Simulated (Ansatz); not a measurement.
`F[SiH2]CC[SiH3]` + `[SiH3]S` → `F[SiH2]S[SiH3]` + `CC[SiH3]`  (ligand exchange at the Si–C bond)

Program: Ansatz. Geometries: PBE0-D4/def2-TZVP. ΔE: electronic, gas phase. CCSD(T)/CBS adds triple-zeta CCSD(T) − MP2 to the extrapolated MP2 energy (def2 sets, frozen cores). This one scheme is used for every species. Functionals use def2-TZVPP. B3LYP here is the variant with VWN-RPA as its local correlation; programs differ in this. HSE06 is defined as in plane-wave codes. One conformer a species, not always the lowest.

| level | ΔE (kJ/mol) | difference from CCSD(T)/CBS |
| --- | --- | --- |
| PBE-D4 | -77.9 | -1.0 |
| revPBE-D4 | -77.7 | -0.8 |
| BLYP-D4 | -75.2 | 1.7 |
| r2SCAN-D4 | -79.8 | -2.9 |
| PBE0-D4 | -78.2 | -1.3 |
| B3LYP-D4 | -75.8 | 1.1 |
| r2SCANh-D4 | -79.7 | -2.8 |
| HSE06-D4 | -78.4 | -1.5 |
| ωB97X-V | -74.8 | 2.1 |
| RPA@PBE/def2-TZVPP | -69.6 | 7.3 |
| HF/def2-SVP | -74.1 | 2.8 |
| MP2/def2-SVP | -73.5 | 3.4 |
| MP2/def2-TZVPP | -79.1 | -2.2 |
| SCS-MP2/def2-TZVPP | -77.0 | -0.1 |
| CCSD/def2-TZVPP | -73.2 | 3.7 |
| MP2/CBS(def2) | -81.9 | -5.0 |
| CCSD(T)/CBS | -76.9 | 0 |

Largest T1 diagnostic among the species: 0.012.

Leaving LDA and LC-ωPBE aside and taking each functional with its dispersion term where it has one, the values, not all of them listed here, spread over 7.0 kJ/mol, from B97M-V to CAM-B3LYP-D4. LDA lies +5.1 kJ/mol from PBE without D4. At CCSD(T), def2-SVP lies +7.2 kJ/mol from the extrapolated value and def2-TZVPP +2.8 kJ/mol.
